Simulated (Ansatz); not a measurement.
Basis-set extrapolation for C8H16O (`CCCCCCCC=O`) (PBE0-D4/def2-TZVP geometry, frozen core, Ansatz 0.2.0). Multiplicity 1, RHF reference.

```json
{"": "HF", "def2-TZVPP": "-387.269446", "def2-QZVPP": "-387.287458"}
{"": "MP2 correlation", "def2-TZVPP": "-1.610538", "def2-QZVPP": "-1.714875"}
{"": "CCSD(T) correlation", "def2-TZVPP": "-1.760980", "def2-QZVPP": "not run"}
```

Energies in hartree. Use E(X) = E(∞) + A·exp(−7.88·√X) for Hartree–Fock and E(X) = E(∞) + B·X^(−2.97) for correlation, with X = 3 and 4, and add CCSD(T) minus MP2 of the smaller set to the MP2 limit.

What is the CCSD(T) energy at the basis-set limit?

HF limit: -387.287458 + (-0.018012) × 0.13774 = -387.28994. MP2 limit: -1.714875 + (-0.104337) × 0.74074 = -1.79216. Higher-order term: -1.760980 − (-1.610538) = -0.15044. Total: -389.23254 hartree, 530.7 kJ/mol below CCSD(T)/def2-TZVPP.
